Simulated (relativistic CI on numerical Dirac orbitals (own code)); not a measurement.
Tb²⁶⁺: sensitivity of the levels to the model

Base calculation: Dirac-Coulomb-Breit CI, separate exchange-only KLI orbitals for each configuration, model QED, unscaled Slater integrals.

Configuration list (outside the closed core [Ar] 3d10): 4s2 4p6 4d3, 4s2 4p5 4d4, 4s2 4p6 4d2 4f, 4s 4p6 4d4, 4s 4p6 4d3 4f, 4s2 4p6 4d2 5s, 4s2 4p6 4d 4f 5s, 4s2 4p6 4d2 5p, 4s2 4p6 4d2 5d, 4s2 4p5 4d3 5s, 4s2 4p6 4d 4f2, 4s2 4p6 4f3, 4s 4p6 4d 4f3, 4s2 4p6 4f2 5s, 4s2 4p6 4f2 5p, 4s2 4p6 4d 5s2, 4s2 4p6 4f 5s2, 4s 4p6 4d 4f 5s2, 4s2 4p6 5s2 5p. Double excitations out of closed p, d and f shells are left out; levels of such configurations are missing from the list, as are those of other unlisted configurations, and high levels can miss mixing partners. These lack a partner that the ground configuration has and come out too high: 4s2 4p6 4d2 5d, 4s2 4p5 4d3 5s.

Variants: (1) P86 correlation estimate; (2) configuration mixing switched off; (3) non-relativistic limit. Shifts of the energy above 4s2 4p6 4d3 4F_3/2, in cm⁻¹, for the lowest level and the first level of each name with at least 55 % of one term (blank where a level changes its place among those of its configuration and J or its character, or is not in the variant):

| Level | Base | Δ(1) | Δ(2) | Δ(3) |
| --- | --- | --- | --- | --- |
| 4s2 4p6 4d3 4F_3/2 | 0 | 0 | 0 | 0 |
| 4s2 4p6 4d3 4F_5/2 | 49994 | -1 | -1245 | -49994 |
| 4s2 4p6 4d3 4F_7/2 | 73203 | -1 | -1124 | -73203 |
| 4s2 4p6 4d3 4P_1/2 | 80068 | +1 | +2180 | -48210 |
| 4s2 4p6 4d3 4P_5/2 | 121863 | +2 | +2923 | -90005 |
| 4s2 4p6 4d3 2P_1/2 | 153342 | +1 | +2071 | -104190 |
| 4s2 4p6 4d3 2H_11/2 | 164554 | -2 | -3052 | -110132 |
| 4s2 4p6 4d3 2D_5/2 | 167746 | +3 | +3926 | -115309 |
| 4s2 4p6 4d3 2F_5/2 | 176859 | +2 | +2723 | -92022 |
| 4s2 4p6 4d3 2F_7/2 | 186178 | +2 | +2081 | -101341 |
| 4s2 4p5 4d4 4I°_15/2 | 1128439 | +1253 | +1581 | -154828 |

At this charge energies of transitions that change n are usually good to better than 1 %, and those within a shell (Δn = 0) to a few per cent. Terms inside the open d or f shell come out 10 to 20 % too wide with unscaled integrals.

Ionisation energy from the two ground configurations alone: base 908.723 eV; P86 correlation estimate 910.623 eV. The NIST ASD value (theoretical) is 909 eV.

LS names give the leading component of a level, which can be under half, so a name can repeat, a term be missing and a line seem to break the LS rules.
